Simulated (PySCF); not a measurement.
Proton-shift isomers of CC(=O)S. Isolated molecules, 0 K electronic values unless said otherwise. One relaxed conformer stands for each flexible species; it need not be the lowest. Strings in code marks are SMILES.

Calculation: PySCF with PBE-D3(BJ)/def2-TZVP // B3LYP-D3(BJ)/def2-TZVP. All candidates: neutral, multiplicity 1. Delta-SCF ions had no search for a lower state. 

```
Quantity                                   Value
--------------------------------------  --------
HOMO–LUMO gap                            4.53 eV
vertical ionisation energy (Delta-SCF)   9.81 eV
LUMO                                    -1.78 eV
```

Question: Say which member has these values.
(A) `C=C(O)S` (S–C–O–H torsion 180°, O–C–S–H torsion -180°)
(B) `CC(O)=S` (S–C–O–H torsion 0°)
(C) `CC(=O)S` (O–C–S–H torsion 180°)

Answer: C, `CC(=O)S` (O–C–S–H torsion 180°). The others give `CC(O)=S` (S–C–O–H torsion 0°): 3.12 eV, 8.98 eV, -2.38 eV; `C=C(O)S` (S–C–O–H torsion 180°, O–C–S–H torsion -180°): 4.50 eV, 8.41 eV, -0.78 eV
